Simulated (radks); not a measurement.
Sb II, configuration [Kr] 4d10 5s2 5p2 (the NIST ground configuration). Method: non-relativistic Kohn-Sham, Slater X-alpha with alpha = 0.648, spin-unpolarised, spherical densities, point nucleus; relativity is left out, which matters for an element this heavy; computed with a radial shooting solver on a logarithmic mesh with Libxc functionals.

X-ray form factor f0, the Fourier transform of the density (f0(0) = 50):

sin(theta)/lambda (1/angstrom)  f0 (electrons)
0.05                                    49.116
0.1                                     46.835
0.15                                    43.902
0.2                                     40.883
0.25                                    38.014
0.3                                     35.342
0.4                                     30.566
0.5                                     26.585
0.6                                     23.442
0.8                                     19.219
1                                       16.478
1.25                                    13.639
1.5                                     11.080
2                                        7.419
